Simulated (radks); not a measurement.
Pm IV, configuration [Xe] 4f3.5 6p0.5 (fractional occupations, a model configuration).

Method: scalar-relativistic Kohn-Sham, PBEsol, spin-polarised, spherical densities, point nucleus; open shells are filled with parallel spins first (spin-orbit coupling, left out, can overturn this in heavy ions); computed with a radial shooting solver on a logarithmic mesh with Libxc functionals.

Energy parts (eV):
| part | energy |
|---|---|
| total | -272529.60 |
| kinetic | 290687.69 |
| electron-nucleus | -660699.29 |
| Hartree | 103572.93 |
| exchange-correlation | -6090.93 |

Orbitals (lengths in bohr, moments of r in powers of bohr; <r^-3> diverges for s and p1/2; r(90%) holds 90 % of the orbital's charge):
1s up: occ. 1; eigenvalue (eV) -45040.98; r(90%) 0.0419; <r^2> 0.0007320; <r^4> 1.418e-06
1s down: occ. 1; eigenvalue (eV) -45040.98; r(90%) 0.0419; <r^2> 0.0007320; <r^4> 1.418e-06
2s up: occ. 1; eigenvalue (eV) -7354.538; r(90%) 0.153; <r^2> 0.01157; <r^4> 0.0002298
2s down: occ. 1; eigenvalue (eV) -7354.510; r(90%) 0.153; <r^2> 0.01157; <r^4> 0.0002298
2p up: occ. 3; eigenvalue (eV) -6572.308; <r^-3> 9572; r(90%) 0.142; <r^2> 0.009266; <r^4> 0.0001698
2p down: occ. 3; eigenvalue (eV) -6572.286; <r^-3> 9572; r(90%) 0.142; <r^2> 0.009266; <r^4> 0.0001698
3s up: occ. 1; eigenvalue (eV) -1634.323; r(90%) 0.382; <r^2> 0.07766; <r^4> 0.009110
3s down: occ. 1; eigenvalue (eV) -1633.105; r(90%) 0.382; <r^2> 0.07758; <r^4> 0.009091
3p up: occ. 3; eigenvalue (eV) -1388.757; <r^-3> 1962; r(90%) 0.388; <r^2> 0.07773; <r^4> 0.009524
3p down: occ. 3; eigenvalue (eV) -1387.545; <r^-3> 1965; r(90%) 0.387; <r^2> 0.07763; <r^4> 0.009499
3d up: occ. 5; eigenvalue (eV) -1051.866; <r^-3> 267.2; r(90%) 0.369; <r^2> 0.06578; <r^4> 0.007738
3d down: occ. 5; eigenvalue (eV) -1050.925; <r^-3> 267.5; r(90%) 0.369; <r^2> 0.06566; <r^4> 0.007708
4s up: occ. 1; eigenvalue (eV) -355.8558; r(90%) 0.849; <r^2> 0.3949; <r^4> 0.2264
4s down: occ. 1; eigenvalue (eV) -352.8358; r(90%) 0.849; <r^2> 0.3948; <r^4> 0.2264
4p up: occ. 3; eigenvalue (eV) -275.0140; <r^-3> 434.3; r(90%) 0.909; <r^2> 0.4450; <r^4> 0.2955
4p down: occ. 3; eigenvalue (eV) -271.9983; <r^-3> 434.1; r(90%) 0.909; <r^2> 0.4450; <r^4> 0.2958
4d up: occ. 5; eigenvalue (eV) -160.7753; <r^-3> 49.28; r(90%) 1.02; <r^2> 0.5399; <r^4> 0.4718
4d down: occ. 5; eigenvalue (eV) -157.7766; <r^-3> 49.21; r(90%) 1.03; <r^2> 0.5410; <r^4> 0.4749
5s up: occ. 1; eigenvalue (eV) -73.8841; r(90%) 1.98; <r^2> 2.145; <r^4> 6.664
5s down: occ. 1; eigenvalue (eV) -72.2221; r(90%) 2.00; <r^2> 2.181; <r^4> 6.895
5p up: occ. 3; eigenvalue (eV) -52.9891; <r^-3> 68.28; r(90%) 2.28; <r^2> 2.802; <r^4> 11.68
5p down: occ. 3; eigenvalue (eV) -51.7024; <r^-3> 65.88; r(90%) 2.30; <r^2> 2.855; <r^4> 12.12
4f up: occ. 3.5; eigenvalue (eV) -38.2010; <r^-3> 6.489; r(90%) 1.51; <r^2> 1.017; <r^4> 2.438
4f down: occ. 0; eigenvalue (eV) -35.4795; <r^-3> 6.360; r(90%) 1.55; <r^2> 1.066; <r^4> 2.749
6p up: occ. 0.5; eigenvalue (eV) -18.3301; <r^-3> 12.49; r(90%) 5.25; <r^2> 15.40; <r^4> 331.1

The highest occupied level is 6p up at -18.330 eV. The configuration is held as typed, so some empty levels lie below it. Summed over all electrons, <r^2> = 42.78 bohr^2, which gives a Langevin (diamagnetic) susceptibility term of -33.9 x 10^-6 cm^3/mol.
